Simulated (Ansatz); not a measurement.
Breaking the As1–H2 bond in AsH3 (SMILES [AsH3]) (multiplicity 1 held, fragments rigid). Energies count from the point at 1.525 Å.
Geometry at that point (charge 0, multiplicity 1):
```xyz
4

As     0.0004     0.0004     0.0708
H     -0.2814     1.2323    -0.7831
H     -0.9371    -0.8619    -0.7681
H      1.2044    -0.3827    -0.7836
```

Signs of static correlation in cc-pVDZ, with CASSCF(2,2), from Ansatz (a first-principles code) runs.

```
R (Å)  T1 of restricted CCSD  ⟨S²⟩ of UHF  largest double amplitude of restricted CCSD  weight of the CASSCF reference in MRCISD  CASSCF natural occupations
-----  ---------------------  -----------  -------------------------------------------  ----------------------------------------  --------------------------
1.220                  0.010        0.000                                        0.053                                     0.931                   1.99 0.01
1.373                  0.010        0.000                                        0.053                                     0.931                   1.98 0.02
1.525                  0.011        0.000                                        0.051                                     0.931                   1.97 0.03
1.678                  0.012        0.000                                        0.067                                     0.930                   1.96 0.04
1.830                  0.013        0.000                                        0.076                                     0.930                   1.94 0.06
2.059                  0.017        0.170                                        0.140                                     0.931                   1.90 0.10
2.288                  0.023        0.578                                          [?]                                     0.931                   1.83 0.17
2.669                    [?]        0.861                                        0.383                                     0.931                   1.66 0.34
3.050                  0.053        0.958                                        0.536                                     0.931                   1.46 0.54
3.508                  0.069        0.996                                        0.700                                     0.931                   1.27 0.73
4.118                  0.080        1.009                                        0.848                                     0.931                   1.12 0.88
4.881                  0.084        1.012                                        0.935                                     0.931                   1.04 0.96
```

What belongs in the gaps?


- 2.288, largest double amplitude of restricted CCSD: 0.231
- 2.669, T1 of restricted CCSD: 0.037

Doubts at one or more of the structures used: a restricted determinant that unrestricted orbitals would lower (R-CCSD(T)/cc-pVDZ); other coupled-cluster roots lie near (R-CCSD(T)/cc-pVDZ); T1 above 0.05 (R-CCSD(T)/cc-pVDZ, U-CCSD(T)/cc-pVDZ); a spin-contaminated determinant (U-CCSD(T)/cc-pVDZ).
